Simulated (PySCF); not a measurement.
## As2H4: 4 charge schemes on one density

As₂H₄.
Structure used (PBE0-D3(BJ)/def2-SVP), in Å, numbered top down from 1:
```
atom  x, y, z in Å
As1   -0.086   -0.802   -0.927
As2    0.086    0.804    0.925
H3    -1.248   -1.530   -0.255
H4    -1.054    0.103   -1.687
H5     1.049   -0.104    1.688
H6     1.253    1.529    0.256
```

Density: PBE0/pcSseg-1 (PySCF); schemes: Mulliken, IAO, Hirshfeld and ESP-fitted. Geometry: PBE0-D3(BJ)/def2-SVP, one conformer, isolated molecule. The calculation is non-relativistic, for arsenic too.

**Question.** Tabulate the Mulliken, IAO, Hirshfeld and ESP-fitted charges.

**Answer.** In e:

```json
{"atom": "As1", "environment": "arsenic bonded to As and 2 H", "Mulliken": "-0.127", "IAO": "+0.043", "Hirshfeld": "+0.069", "ESP-fitted": "-0.153"}
{"atom": "As2", "environment": "arsenic bonded to As and 2 H", "Mulliken": "-0.127", "IAO": "+0.043", "Hirshfeld": "+0.069", "ESP-fitted": "-0.151"}
{"atom": "H3", "environment": "hydrogen on As1", "Mulliken": "+0.064", "IAO": "-0.021", "Hirshfeld": "-0.035", "ESP-fitted": "+0.078"}
{"atom": "H4", "environment": "hydrogen on As1", "Mulliken": "+0.064", "IAO": "-0.021", "Hirshfeld": "-0.035", "ESP-fitted": "+0.075"}
{"atom": "H5", "environment": "hydrogen on As2", "Mulliken": "+0.064", "IAO": "-0.021", "Hirshfeld": "-0.035", "ESP-fitted": "+0.076"}
{"atom": "H6", "environment": "hydrogen on As2", "Mulliken": "+0.064", "IAO": "-0.021", "Hirshfeld": "-0.035", "ESP-fitted": "+0.075"}
```

Mean size of the charges over all atoms: ESP-fitted 0.101 e, Mulliken 0.085 e, Hirshfeld 0.046 e, IAO 0.028 e. Each set sums to the total charge, 0, to within 0.001 e. The Mulliken scheme counts on each atom the diagonal of the density matrix times the overlap matrix over that atom's basis functions.

Lowest charge. The schemes don't all agree: Mulliken As1 and As2 (-0.127); IAO H3, H4, H5 and H6 (-0.021); Hirshfeld H3, H4, H5 and H6 (-0.035); ESP-fitted As1 (-0.153).

Highest charge. The schemes don't all agree: Mulliken H3, H4, H5 and H6 (+0.064); IAO As1 and As2 (+0.043); Hirshfeld As1 and As2 (+0.069); ESP-fitted H3 (+0.078).

**Question.** Sum the charges by element.

**Answer.** 
| element | atoms | Mulliken | IAO | Hirshfeld | ESP-fitted |
| --- | --- | --- | --- | --- | --- |
| As | 2 | -0.255 | +0.085 | +0.138 | -0.304 |
| H | 4 | +0.255 | -0.085 | -0.138 | +0.304 |

**Question.** How many electrons does the Hirshfeld scheme count on As2?

**Answer.** Z − q = 33 − (+0.069) = 32.931.
